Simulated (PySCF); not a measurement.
**Spinor energies of Lu⁻ (lutetium, charge -1)**

Start: [Xe] 4f14 5d2 6s2; 5d3/2 filled at m_j = +1/2, +3/2. Calculated with PySCF 2.14 in x2c-TZVPall-2c with one added diffuse shell each of s, p, d type (12s12p11d2f1g, 126 functions): generalised Hartree-Fock with the X2C-1e Hamiltonian and a Gaussian nucleus; one run each with spin-orbit coupling (SO) switched off, then screened by Boettger's factors.

```csv
spinor shell,electrons,"ε, spin-free (eV)","ε, screened SO (eV)",weight of nominal j (screened SO),"rms radius, screened SO (bohr)"
1s1/2,2,-63646.0,-63628.9,1.000,0.0219
2s1/2,2,-10966.1,-10960.6,1.000,0.0884
2p1/2,2,-9646.7,-10441.5,1.000,0.0754
2p3/2,4,-9646.7,-9318.5,1.000,0.0825
3s1/2,2,-2540.4,-2538.5,1.000,0.227
3p1/2,2,-2137.3,-2308.9,1.000,0.218
3p3/2,4,-2137.3,-2065.0,1.000,0.232
3d3/2,4,-1649.3,-1679.9,1.000,0.206
3d5/2,6,-1649.3,-1627.1,1.000,0.210
4s1/2,2,-532.06,-531.29,1.000,0.509
4p1/2,2,-397.31,-436.48,1.000,0.520
4p3/2,4,-397.31,-380.44,1.000,0.552
4d3/2,4,-218.19,-224.05,1.000,0.585
4d5/2,6,-218.19,-213.45,1.000,0.597
5s1/2,2,-69.717,-69.340,1.000,1.27
5p1/2,2,-35.274,-40.544,0.996,1.43
5p3/2,4,-35.274,-32.656,0.998,1.54
4f5/2,6,-18.679,-19.133,1.000,0.796
4f7/2,8,-18.679,-17.524,1.000,0.802
6s1/2,2,-2.363,-2.347,0.926,4.39
5d3/2,2,0.295,0.290,0.785,6.92
```

| quantity | spin-free | screened SO |
| --- | --- | --- |
| E (hartree) | -14552.33432 | -14566.77249 |
| M_J | 2 | 2 |
| ⟨J²⟩ | 8.061 | 6.909 |
| ⟨L²⟩ | 12.019 | 11.455 |
| ⟨S²⟩ | 2.011 | 1.969 |

The configuration of this anion was assumed by filling the next shell in order. It is not the known or likely ground configuration (Ca⁻, Sr⁻ and Ba⁻, for instance, bind a p electron), so these values are not the electron affinity of the element. At GHF the highest occupied level has a positive energy, so only the finite basis holds that electron. The determinant has a definite M_J but mixes levels of different J.

Each row is a mean over spinors that exchange with the open shell spreads, by up to 1.042 eV (5p1/2).

Rows whose weight is well below 1 are mixtures of j = l ± 1/2: exchange outweighs spin-orbit coupling there, and the label is only the starting occupation.

Breit and QED terms are absent; they matter most for the inner s and p1/2 levels.

Densities and radii are taken from the X2C orbitals without a picture-change correction, which distorts them close to the nucleus.

Without spin-orbit coupling the j labels of p, d and f shells carry no meaning; the spin-free column gives the mean over the occupied spinors of each nl shell, and its ⟨J²⟩ belongs to a mixture of degenerate components.
